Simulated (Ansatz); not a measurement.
**A cut through the energy surface**

CH$_{3}$CdCl (SMILES [CH3][Cd][Cl]), closed shell, at its PBE0-D4/def2-TZVP minimum:

C1  (-0.375, 0.772, -0.221)
Cd2  (0.517, -1.056, 0.277)
Cl3  (1.493, -3.057, 0.822)
H4  (-1.189, 0.603, -0.926)
H5  (-0.770, 1.244, 0.679)
H6  (0.366, 1.429, -0.677)
(Å)

The bond length Cd2–Cl3 (2.292 Å at the minimum) is set to the values below, the two halves moving rigidly along the bond. Each method's energies count from its own value at the PBE0-D4 minimum structure. Program: Ansatz 0.2.0. Basis: def2-TZVPP. Cores are frozen in the correlated methods. Filled d shells of the heavier atoms are correlated. Core potentials replace the inner electrons of the atoms past krypton. B3LYP uses VWN-RPA correlation.

CCSD(T) energies along the scan:
```tsv
bond length (Å)	CCSD(T) (eV)
1.971	1.098
2.039	0.609
2.138	0.192
2.253	0.010
2.381	0.047
2.519	0.250
2.665	0.562
2.819	0.938
2.980	1.343
```
They count from the CCSD(T) energy at the PBE0-D4 minimum.

Minimum and curvature along this coordinate at CCSD(T): A fifth-order fit through the nearest points gives 2.291 Å, with a curvature of about 13 eV/Å².

Task: Treat the two halves as rigid bodies and work out the harmonic wavenumber of this stretch from that curvature (ν̃ = 521.5 √(k/μ) cm⁻¹ with k in eV/Å² and μ in u).

Result: The halves weigh 127.45 and 35.45 u, so μ = 127.45 × 35.45/162.90 = 27.735 u and ν̃ = 521.5 √(13/27.735) ≈ 360 cm⁻¹. A true normal mode mixes in other motions, so this is a guide only.

Largest difference from the CCSD(T) curve over the scan: PBE-D4 0.159; r2SCAN-D4 0.039; B3LYP-D4 0.160; HF 0.264 eV. Each curve counts from its own value at the minimum.

No T1 diagnostic of these runs exceeds 0.016.

For scale, one of the runs: CCSD(T)/def2-TZVPP, 171 basis functions (an equivalent command: `ansatz run in.yaml --threads 4`). Hardware: 4 CPU threads, shared host. Wall time 39 s; peak host memory 1.8 GiB.
